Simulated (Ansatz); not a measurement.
Ansatz (an electronic-structure program) input:

Ansatz 0.2 input:
```yaml
crystal:
  periodic: [false, false, false]
  atoms:
    - {symbol: C, position_ang: [-0.94461771, -1.03718180, -0.47476677]}
    - {symbol: C, position_ang: [0.28788757, -0.14705436, -0.42536713]}
    - {symbol: C, position_ang: [1.56564404, -0.89216934, -0.07854909]}
    - {symbol: C, position_ang: [0.10831591, 1.12344988, 0.59998701]}
    - {symbol: O, position_ang: [-1.05023253, 1.54357915, 0.61993745]}
    - {symbol: H, position_ang: [-1.03375640, -1.61152591, 0.45612227]}
    - {symbol: H, position_ang: [-1.83191448, -0.39926280, -0.54856229]}
    - {symbol: H, position_ang: [-0.94781209, -1.75645654, -1.30441772]}
    - {symbol: H, position_ang: [0.41731222, 0.35589477, -1.39677108]}
    - {symbol: H, position_ang: [1.84867874, -1.65530132, -0.81481442]}
    - {symbol: H, position_ang: [2.38701403, -0.17482177, 0.02710706]}
    - {symbol: H, position_ang: [1.45895947, -1.38942603, 0.89401246]}
basis:
  gaussian:
    orbitals: def2-TZVP
hamiltonian:
  xc: b3lyp
  dispersion: d3bj
total_charge: -1
phonons: {temperatures: {t_min: 298.15, t_max: 298.15, t_step: 100}}
```

Task: Which total energy does the run end on?

Result: -231.92429 Eh (B3LYP-D3(BJ)/def2-TZVP). The basis has 197 functions. The run takes around 9 core-minutes (rough).

It need not be the lowest isomer of its formula. Whether it binds its extra electron was not tested at this geometry.
